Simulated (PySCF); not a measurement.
**Core-level binding energies of `N#C[SiH2]CCN`**

C₃H₈N₂Si.
Geometry (GFN2-xTB, Å), atoms numbered from 1 in this order:
```
atom  x, y, z in Å
N1    -3.8318    1.0051    0.3634
C2    -2.7731    0.5848    0.4917
Si3   -1.0451   -0.1119    0.7230
C4    -0.0361    0.6090   -0.7249
C5     1.1980   -0.2744   -0.8182
N6     1.5347   -0.6482    0.5500
H7    -1.2039   -1.5611    0.6285
H8    -0.6314    0.3776    2.0373
H9    -0.5830    0.6199   -1.6660
H10    0.2527    1.6395   -0.5141
H11    2.0241    0.2178   -1.3542
H12    0.9482   -1.1918   -1.3562
H13    1.9421    0.1429    1.0368
H14    2.2040   -1.4098    0.5808
```

Method used: delta-SCF UKS SCAN, pcX-2 on the ionised atom, pcseg-1 elsewhere, spin-free X2C in PySCF. Vertical ΔSCF values, vacuum level as zero.

Give the core binding energies atom by atom.

```tsv
atom(s)	environment	level	binding energy (eV)	2p1/2 (eV)	above the level's lowest (eV)	count
Si3	SiH2 silicon	Si 1s	1846.99	–	0.00	1
N6	primary amine nitrogen	N 1s	405.69	–	+1.16	1
N1	cyano nitrogen	N 1s	404.53	–	0.00	1
C5	sp3 carbon bound to nitrogen	C 1s	292.00	–	+1.53	1
C2	cyano carbon	C 1s	291.07	–	+0.60	1
C4	sp3 carbon bound to silicon	C 1s	290.47	–	0.00	1
Si3	SiH2 silicon	Si 2p3/2	107.15	107.78	0.00	1
```

The listed C 1s values span 1.53 eV, from C4 (bonded to C, 2 H and Si) to C5 (bonded to N, C and 2 H).

Lowest listed N 1s: N1, bonded to C (triple bond). Highest, 1.16 eV above it: N6, bonded to C and 2 H.

Which photon energy gives electrons from C 1s of C4 a kinetic energy of 100 eV, and what is their de Broglie wavelength?

hν = 290.47 + 100 = 390.47 eV, recoil neglected; λ = 12.264 Å/√(E/eV) = 1.23 Å.

Give the binding energy of C 1s of C4 in hartree and in kJ/mol.

290.47 eV = 10.6746 Eh = 28026 kJ/mol.

Spin–orbit and ligand-field terms were added within each 2p shell after the spin-free SCF. 2p1/2 minus 2p3/2 (ligand field included): Si 0.62 eV. Geometry: GFN2-xTB, one conformer, isolated molecule.
